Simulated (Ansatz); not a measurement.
Z-matrix (Å, degrees):
```
Hf
N 1 2.008
Cl 1 2.361 2 110.0
N 1 2.012 2 105.1 3 -117.3
Cl 1 2.361 2 110.1 3 125.4
H 2 1.011 1 125.4 3 -149.3
H 2 1.011 1 125.4 3 24.0
H 4 1.011 1 124.9 2 -180.0
H 4 1.009 1 126.0 2 -0.1
```

Charge 0, multiplicity 1. Hf takes the def2 core potential.

(1) List the r2SCAN/def2-TZVPP orbital energies in eV (Ansatz). (Estimate.)

## Answers

(1) Computed: Occupied: -2752.85, -2752.85, -385.08, -384.88, -254.25, -254.25, -192.72, -192.72, -192.69, -192.69, -192.68, -192.68, -66.18, -35.18, -35.16, -35.06, -21.89, -21.63, -20.54, -20.40, -12.63, -12.41, -10.19, -9.82, -9.24, -8.99, -8.43, -8.33, -8.16, -8.00, -6.98, -6.69. Lowest empty: -1.52, -1.29, -0.58, -0.37, -0.32, 0.00, 1.35, 2.07.
